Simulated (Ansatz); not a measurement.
The first iterations of a band of AlH7O2Si (11 atoms, charge 0, multiplicity 1).

Level of theory: RKS r2SCAN-D4/6-31G* in Ansatz.

```
movable images  : 9
climbing image  : yes
spring          : 5.0 eV/Å²
optimiser       : quadratic models (default)
start path      : through a guess of the saddle point
force threshold : 0.05 eV/Å
iteration limit : 60
end points      : relaxed
```

First end point:

```xyz
11
Properties=species:S:1:pos:R:3
Al -1.341 -0.327 0.632
O -0.340 -1.324 1.696
H -1.713 -0.940 -0.800
H -2.304 0.728 1.349
H 0.834 -0.040 0.882
O 0.406 0.549 0.206
Si 1.119 0.652 -1.343
H -0.579 -1.399 2.627
H 0.178 1.464 -2.142
H 2.427 1.336 -1.189
H 1.315 -0.699 -1.919
```

Last end point:

```xyz
11
Properties=species:S:1:pos:R:3
Al -1.310 -0.167 0.427
O -0.406 -1.350 1.783
H -2.280 -1.093 -0.432
H -1.887 0.957 1.411
H 0.505 -1.205 1.449
O 0.290 0.126 -0.235
Si 1.159 0.766 -1.467
H -0.441 -0.960 2.673
H 0.290 1.396 -2.507
H 2.098 1.813 -0.966
H 1.984 -0.283 -2.137
```

| iteration | highest image above the first end (eV) | largest band force component (eV/Å) |
| --- | --- | --- |
| 1 | 1.335 | 10.591 |
| 2 | 0.418 | 2.189 |
| 3 | 0.209 | 1.016 |
| 4 | 0.136 | 0.545 |
| 5 | 0.131 | 0.762 |

Question: Does the band converge within its limit, and where does its top end?

Answer: The run converged. It ended after 16 iterations with the highest image 0.097 eV above the first end. A vibrational analysis at the climbing image gives one clearly imaginary mode, 737i cm⁻¹: a first-order saddle point. The orbitals stay closed-shell, which can raise the energy where a bond breaks towards radicals; this wasn't checked here.

Time of the run: 7 min on 2 threads of Arm Neoverse V2, with other jobs on the host, peak memory 0.15 GiB.
